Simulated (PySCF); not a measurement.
# Ionisation energy along the 8-electron series

Calculated with PySCF 2.14 and a two-component X2C-1e Hamiltonian (Gaussian nucleus, no Breit or QED terms), each ion in its own even-tempered basis scaled to its charge; GMP2 freezes nothing and drops the highest virtual spinors. Values in eV. NIST values: (m) measured, (s) semi-empirical, (t) theoretical.

```csv
ion,configuration,GHF (spin-free),GMP2 (spin-free),GHF (screened spin-orbit),GMP2 (screened spin-orbit),NIST
Mo³⁴⁺,[He] 2s2 2p4,4628.2,4629.9,4618.5,4618.3,4618 ± 10 (s)
Ru³⁶⁺,[He] 2s2 2p4,5153.7,5155.3,5137.3,5137.0,5136 ± 11 (s)
```

(1) Fill in the row of Tc³⁵⁺.

Results:

(1) configuration: [He] 2s2 2p4; GHF (spin-free): 4887.3; GMP2 (spin-free): 4889.0; GHF (screened spin-orbit): 4874.4; GMP2 (screened spin-orbit): 4874.1; NIST: 4874 ± 10 (s).
